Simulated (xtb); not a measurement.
F₆Pt, triplet, from a rough starting geometry (GFN-xTB shapes and energies of metal compounds can be far from the true ones); GFN2-xTB in xtb.

Here is a job for xtb.
```
$ xtb mol.xyz --gfn 2 --uhf 2 --opt vtight --json

# file mol.xyz
7

Pt     0.01195110    -0.00957415     0.02777728
F     -0.75744373     1.66209077    -0.28669267
F      1.53479018     0.84687875     0.74287148
F      0.73480325     0.06429293    -1.70953801
F     -0.84603892    -0.13463069     1.67771072
F     -1.51239651    -0.81860928    -0.75919335
F      0.75573966    -1.69412050     0.24730398
```

Question: Predict the main parts of the log of this xtb run.

Answer: 
```
   ID    Z sym.   atoms
    1   78 Pt     1
    2    9 F      2-7

           -------------------------------------------------
          |                Calculation Setup                |
           -------------------------------------------------

           -------------------------------------------------
          |                 G F N 2 - x T B                 |
           -------------------------------------------------

          ...................................................
          :                      SETUP                      :
          :.................................................:
          :  # basis functions                  34          :
          :  # atomic orbitals                  33          :
          :  # shells                           15          :
          :  # electrons                        52          :
          :  max. iterations                   250          :
          :  Hamiltonian                  GFN2-xTB          :
          :  restarted?                      false          :
          :  GBSA solvation                  false          :
          :  PC potential                    false          :
          :  electronic temp.          300.0000000     K    :
          :  accuracy                    1.0000000          :
          :  -> integral cutoff          0.2500000E+02      :
          :  -> integral neglect         0.1000000E-07      :
          :  -> SCF convergence          0.1000000E-05 Eh   :
          :  -> wf. convergence          0.1000000E-03 e    :
          :  Broyden damping             0.4000000          :
          :  net charge                          0          :
          :  unpaired electrons                  2          :
          ...................................................

 iter      E             dE          RMSdq      gap      omega  full diag
   1    -32.5196651 -0.325197E+02  0.111E+01    4.30       0.0  T
   2    -32.7653292 -0.245664E+00  0.522E+00    3.81       1.0  T
   3    -32.8346459 -0.693166E-01  0.250E+00    4.05       1.0  T
   4    -32.8434219 -0.877601E-02  0.184E+00    4.17       1.0  T
   5    -32.8384286  0.499326E-02  0.149E+00    4.15       1.0  T
   6    -32.8505166 -0.120879E-01  0.289E-01    4.17       1.0  T
   7    -32.8506473 -0.130781E-03  0.228E-01    4.18       1.0  T
   8    -32.8506975 -0.501842E-04  0.167E-01    4.18       1.0  T
   9    -32.8507673 -0.698160E-04  0.773E-02    4.17       1.0  T
  10    -32.8507887 -0.213373E-04  0.412E-02    4.17       1.0  T
  11    -32.8507919 -0.323087E-05  0.302E-02    4.17       1.3  T
  12    -32.8507966 -0.467646E-05  0.750E-03    4.17       5.0  T
  13    -32.8507968 -0.212679E-06  0.409E-03    4.17       9.2  T
  14    -32.8507969 -0.874099E-07  0.184E-03    4.17      20.5  T
  15    -32.8507969 -0.125818E-07  0.579E-04    4.17      65.3  T
  16    -32.8507969 -0.137489E-08  0.213E-04    4.17     177.2  T

   *** convergence criteria satisfied after 16 iterations ***

 transition dipole moment (au) for excitation:          26          27
     X       Y       Z
   0.0079  -0.0058  -0.0084  total (au/Debye):    0.013   0.033
 dE (eV)             :    0.011
 oscillator strength :  0.65076E-07

         :::::::::::::::::::::::::::::::::::::::::::::::::::::
         ::                     SUMMARY                     ::
         :::::::::::::::::::::::::::::::::::::::::::::::::::::
         :: total energy             -32.843501560917 Eh    ::
         :: gradient norm              0.023973320251 Eh/a0 ::
         :: HOMO-LUMO gap              4.171614059343 eV    ::
         ::.................................................::
         :: SCC energy               -32.850795384782 Eh    ::
         :: -> isotropic ES            0.110553107526 Eh    ::
         :: -> anisotropic ES         -0.001782084702 Eh    ::
         :: -> anisotropic XC         -0.009889127059 Eh    ::
         :: -> dispersion             -0.004362927005 Eh    ::
[...]
 * total energy  :   -32.8435016 Eh     change       -0.1264127E-09 Eh
 * total energy  :   -32.8447952 Eh     change       -0.1293645E-02 Eh
 * total energy  :   -32.8448546 Eh     change       -0.5934995E-04 Eh
 * total energy  :   -32.8448932 Eh     change       -0.3862481E-04 Eh
 * total energy  :   -32.8448975 Eh     change       -0.4369068E-05 Eh
 * total energy  :   -32.8448985 Eh     change       -0.9795220E-06 Eh
 * total energy  :   -32.8448987 Eh     change       -0.2000539E-06 Eh
 * total energy  :   -32.8448988 Eh     change       -0.8701679E-07 Eh
   *** GEOMETRY OPTIMIZATION CONVERGED AFTER 8 ITERATIONS ***
         :: total energy             -32.844898816223 Eh    ::
[...]
        15        2.0000           -0.5907938             -16.0763
        16        2.0000           -0.5774032             -15.7119
        17        2.0000           -0.5773984             -15.7118
        18        2.0000           -0.5773978             -15.7118
        19        2.0000           -0.5751192             -15.6498
        20        2.0000           -0.5751184             -15.6498
        21        2.0000           -0.5751135             -15.6496
        22        2.0000           -0.5746595             -15.6373
        23        2.0000           -0.5746553             -15.6372
        24        2.0000           -0.5746549             -15.6372
        25        1.3335           -0.5392263             -14.6731
        26        1.3334           -0.5392258             -14.6731
        27        1.3330           -0.5392241             -14.6730 (HOMO)
        28                         -0.3781957             -10.2912 (LUMO)
        29                         -0.3781659             -10.2904
        30                          0.4592353              12.4964
        31                          0.6287418              17.1089
        32                          0.6287780              17.1099
        33                          0.6288543              17.1120
      -------------------------------------------------------------
                  HL-Gap            0.1610284 Eh            4.3818 eV
             Fermi-level           -0.4992969 Eh          -13.5866 eV

     #   Z          covCN         q      C6AA      α(0)
     1  78 Pt       4.434     1.458   237.409    27.014
     2   9 F        0.739    -0.243    11.695     4.039
     3   9 F        0.739    -0.243    11.695     4.039
     4   9 F        0.739    -0.243    11.695     4.039
     5   9 F        0.739    -0.243    11.695     4.039
     6   9 F        0.739    -0.243    11.695     4.039
     7   9 F        0.739    -0.243    11.695     4.039

 Mol. C6AA /au·bohr⁶  :       1259.043310
 Mol. C8AA /au·bohr⁸  :      57227.601057
 Mol. α(0) /au        :         51.246501

Wiberg/Mayer (AO) data.
largest (>0.10) Wiberg bond orders for each atom

 ---------------------------------------------------------------------------
     #   Z sym  total        # sym  WBO       # sym  WBO       # sym  WBO
 ---------------------------------------------------------------------------
     1  78 Pt   5.052 --     3 F    0.842     6 F    0.842     2 F    0.842
                             7 F    0.842     5 F    0.842     4 F    0.842
     2   9 F    1.125 --     1 Pt   0.842     7 F    0.155
     3   9 F    1.125 --     1 Pt   0.842     6 F    0.155
     4   9 F    1.125 --     1 Pt   0.842     5 F    0.155
     5   9 F    1.125 --     1 Pt   0.842     4 F    0.155
     6   9 F    1.125 --     1 Pt   0.842     3 F    0.155
     7   9 F    1.125 --     1 Pt   0.842     2 F    0.155
 ---------------------------------------------------------------------------

Topologies differ in total number of bonds
Writing topology from bond orders to xtbtopo.mol

molecular dipole:
                 x           y           z       tot (Debye)
 q only:        0.000      -0.000      -0.000
   full:        0.000      -0.000      -0.000       0.001
molecular quadrupole (traceless):
                xx          xy          yy          xz          yz          zz
 q only:       -0.000       0.000       0.000       0.000      -0.000      -0.000
  q+dip:       -0.000       0.000       0.001       0.001      -0.000      -0.000
   full:       -0.000       0.000       0.001       0.001      -0.000      -0.000

optimized geometry written to: xtbopt.xyz

           -------------------------------------------------
          | TOTAL ENERGY              -32.844898816223 Eh   |
          | GRADIENT NORM               0.000030315102 Eh/α |
          | HOMO-LUMO GAP               4.381805757645 eV   |
           -------------------------------------------------

normal termination of xtb
```
